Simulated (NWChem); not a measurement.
C2H7BO; SMILES OBCC

```xyz
11

B     -0.6450     0.8915     0.0000
H     -1.6484     1.5730     0.0000
C     -0.7192    -0.6831     0.0000
C      0.6072    -1.4347     0.0000
H     -1.3382    -0.9753    -0.8694
H     -1.3382    -0.9753     0.8694
H      1.2146    -1.1948     0.8896
H      1.2146    -1.1948    -0.8896
H      0.4712    -2.5271     0.0000
O      0.5194     1.5776     0.0000
H      1.2910     0.9984     0.0000
```
Atoms are numbered in this order, from 1.

Results from NWChem. Pople sets run with spherical d functions. Geometry: optimised at PBE0/def2-SVP. B3LYP is NWChem's, with the RPA form of VWN correlation. Core excitations by TDA in a window of 1s orbitals, non-relativistic and unshifted: absolute energies depend strongly on the exact-exchange share.

For level B K edge, B3LYP/6-311G**:

```
Quantity                                  Result
----------------------------------------  ------
first 1s excitation (eV)                   181.5
dipole oscillator strength of the first   0.0623
first state with f > 0.002 (eV)            181.5
dipole oscillator strength of that state  0.0623
```

**Question.** Estimate the same quantities for level O K edge, B3LYP/6-311G**.

**Answer.** first 1s excitation (eV): 519.0
dipole oscillator strength of the first: 0.0191
first state with f > 0.002 (eV): 519.0
dipole oscillator strength of that state: 0.0191
